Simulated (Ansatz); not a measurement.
`[SiH]N([SiH3])[SiH3]` + HBr → `[SiH]Br` + `[SiH3]N[SiH3]` at 700 K and 1 bar (ligand exchange at the Si–N bond).

Program: Ansatz. Geometries: PBE0-D4/def2-TZVP. ΔE: electronic, gas phase. CCSD(T)/CBS is the MP2 limit (def2-TZVPP, def2-QZVPP) plus CCSD(T) − MP2 in def2-TZVPP, frozen cores. This one scheme is used for every species. For Br outer-core shells are correlated without core-valence functions, which leaves a few kJ/mol of doubt a bond. Scalar relativity is left out up to krypton.

```json
{"species": "`[SiH]N([SiH3])[SiH3]`", "CCSD(T)/CBS energy (Eh)": "-926.15926", "H − E (kJ/mol)": "253.9", "S (J/(mol·K))": "479.3"}
{"species": "HBr", "CCSD(T)/CBS energy (Eh)": "-2573.91920", "H − E (kJ/mol)": "36.5", "S (J/(mol·K))": "223.7"}
{"species": "`[SiH]Br`", "CCSD(T)/CBS energy (Eh)": "-2862.97869", "H − E (kJ/mol)": "49.0", "S (J/(mol·K))": "302.5"}
{"species": "`[SiH3]N[SiH3]`", "CCSD(T)/CBS energy (Eh)": "-637.10515", "H − E (kJ/mol)": "245.6", "S (J/(mol·K))": "444.2"}
```

H − E and S are ideal-gas, rigid-rotor, harmonic terms from PBE0-D4/def2-TZVP. 1 Eh = 2625.50 kJ/mol, R = 8.31446 J/(mol·K).

Question: By hand: ΔE, ΔH, ΔS and ΔG.

Answer: ΔE = (-2862.97869) + (-637.10515) − (-926.15926) − (-2573.91920) = -0.00538 Eh = -14.1 kJ/mol. Δ(H − E) = 49.0 + 245.6 − 253.9 − 36.5 = 4.2, so ΔH = -9.9 kJ/mol. ΔS = 302.5 + 444.2 − 479.3 − 223.7 = 43.7 J/(mol·K). ΔG = -9.9 − 700 × (43.7)/1000 = -40.5 kJ/mol.

Question: By hand: the equilibrium constant, and the temperature at which ΔG would vanish if ΔH and ΔS stayed fixed.

Answer: log₁₀ K = −ΔG/(RT ln 10) = 3.0. ΔH and −TΔS have one sign here, so there is no such temperature.

TΔS isn't small against ΔH here. A doubt of 5 kJ/mol in ΔE shifts log₁₀ K by 0.4 here. Modes under 60 cm⁻¹, often nearly free rotors, make the harmonic entropy too high. These are equilibria of isolated gas molecules and say nothing of rates. Largest T1 diagnostic: 0.014 (customary marks: 0.02 for closed shells, 0.045 for open ones).
